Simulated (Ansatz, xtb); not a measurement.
## Relative energy of two isomers of C6H4Si

We compare I, `C#C[SiH](C#C)C#C`, a singlet, with II, `C#CC#CC1=C[SiH2]1`, a singlet. Both are isolated molecules in the gas phase, relaxed with PBE0-D4/def2-SVP.

I (Å):

```yaml
atoms:
  - { symbol: C, position_ang: [-1.9558, -0.0303, -2.9497] }
  - { symbol: C, position_ang: [-1.0745, 0.1347, -2.1281] }
  - { symbol: C, position_ang: [1.2463, 1.8452, -1.3314] }
  - { symbol: C, position_ang: [1.9120, 2.8205, -1.6220] }
  - { symbol: C, position_ang: [1.3091, -1.0991, -0.8081] }
  - { symbol: C, position_ang: [2.0168, -2.0864, -0.7499] }
  - { symbol: Si, position_ang: [0.2391, 0.3851, -0.8775] }
  - { symbol: H, position_ang: [-2.7335, -0.1767, -3.6787] }
  - { symbol: H, position_ang: [-0.3831, 0.6087, 0.4549] }
  - { symbol: H, position_ang: [2.5017, 3.6822, -1.8815] }
  - { symbol: H, position_ang: [2.6435, -2.9595, -0.7012] }
```

II (Å):

```tsv
atom	x (Å)	y (Å)	z (Å)
C	0.4261	-1.7500	-5.1181
C	0.4344	-1.1903	-4.0360
C	0.4437	-0.5629	-2.8230
C	0.4461	-0.0090	-1.7304
C	0.4826	0.6705	-0.5153
C	0.0677	0.5320	0.7597
Si	0.9586	2.0982	0.5455
H	0.4188	-2.2435	-6.0724
H	-0.4866	-0.2346	1.3063
H	0.2368	3.3957	0.4443
H	2.3618	2.2646	1.0130
```

Quicker runs give these differences E(II) − E(I): GFN2-xTB −6.8 kcal/mol; HF/STO-3G +42.7 kcal/mol (at GFN2-xTB geometries); r2SCAN-D4/def2-SVP +1.6 kcal/mol (at GFN2-xTB geometries).

Estimate which is lower in electronic energy at CCSD(T)/def2-SVP + ΔMP2/def2-TZVPP, and by roughly how much.

The CCSD(T)/def2-SVP + ΔMP2/def2-TZVPP calculation puts structure I lower, by 23.4 kcal/mol.

How the difference moves with the method:

```csv
level,geometry,E(II) − E(I) (kcal/mol),departure from the last row (kcal/mol),"job, with rough time for the two"
GFN2-xTB,GFN2-xTB,−6.8,−30.2,"optimisation, 0.16 s"
HF/STO-3G,GFN2-xTB,+42.7,+19.3,"single point, 0.32 s"
r2SCAN-D4/def2-SVP,GFN2-xTB,+1.6,−21.8,"single point, 4 s"
PBE0-D4/def2-SVP,PBE0-D4/def2-SVP,+1.4,−21.9,"optimisation, 28 s"
HF/def2-SVP,PBE0-D4/def2-SVP,+24.6,+1.2,part of the CCSD(T) run
MP2/def2-SVP,PBE0-D4/def2-SVP,+14.7,−8.7,part of the CCSD(T) run
CCSD(T)/def2-SVP,PBE0-D4/def2-SVP,+16.3,−7.0,single point
CCSD(T)/def2-SVP + ΔMP2/def2-TZVPP,PBE0-D4/def2-SVP,+23.4,,"single point, 44 s"
```

As drawn, II has 2 C–C, 1 C=C, 1 Si–H in place of 1 C≡C, 1 C–Si, 1 C–H. Structure I has no ring, II a 3-membered ring.

GFN2-xTB puts the two in the other order. The largest departure from CCSD(T)/def2-SVP + ΔMP2/def2-TZVPP is that of GFN2-xTB, 30.2 kcal/mol. The last row adds to CCSD(T) the change of the MP2 difference between the two basis sets, here +7.0 kcal/mol, a large step that makes the value less sure.

With thermal terms from frequencies at re-optimised GFN2-xTB minima (ideal gas, soft modes damped towards free rotors, one conformer each, 298.15 K, 1 atm): on the last row, ΔE + ΔZPE = +22.8, ΔH = +22.3, ΔG = +23.1 kcal/mol.

The correlated steps freeze 11 core orbitals. Programs: Ansatz 0.2.0, xtb 6.7.1; the last row on 2 threads of Arm Neoverse V2 on a shared host.
